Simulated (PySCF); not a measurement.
Peak assignment

Structure with atom numbers: `[CH3:1][Si@@H:2]([OH:3])[SiH2:4][SiH3:5]`; H(Xn) means a hydrogen on atom n. Ha(Si4) is pro-R; Hb(Si4) is pro-S.

Computed data (PySCF): σ from GIAO-PBE0/pcSseg-1, geometry: GFN2-xTB. Isolated molecule, fast rotation and ring inversion assumed for equivalent nuclei, no relativistic terms, a single conformation.

Referencing at the same level of theory: 1H (σref 31.72) against TMS.

Task: Assign these signals to the numbered atoms. 1H NMR (600 MHz, computed): δ 5.82 (m, 1H), 3.60 (m, 3H), 3.40 (m, 1H), 3.11 (m, 1H), 0.73 (br s, 1H), 0.35 (d, 3H).

Result: 
```tsv
δ (ppm)	atoms	environment	reason
5.82	H(Si2)	hydrogen on a silicon bonded to C, O, Si	–
3.60	H(Si5)	hydrogen on a silicon bonded to Si	–
3.40	Hb(Si4)	hydrogen on a silicon bonded to 2 Si	–
3.11	Ha(Si4)	hydrogen on a silicon bonded to 2 Si	–
0.73	H(O3)	hydrogen on an oxygen bonded to Si	labile proton, position sensitive to the medium
0.35	H(C1)	hydrogen on a methyl carbon bonded to Si	an electropositive neighbour shields it, as in TMS itself
```

Exchangeable OH/NH protons stand at their gas-phase positions; hydrogen bonding in a real sample shifts them, mostly to higher δ. No couplings were computed; multiplicities are counted from neighbouring protons, with m where these are inequivalent, close in shift, in a saturated or five-membered ring or joined by F or P, and br s for small geminal =CH2 splittings.
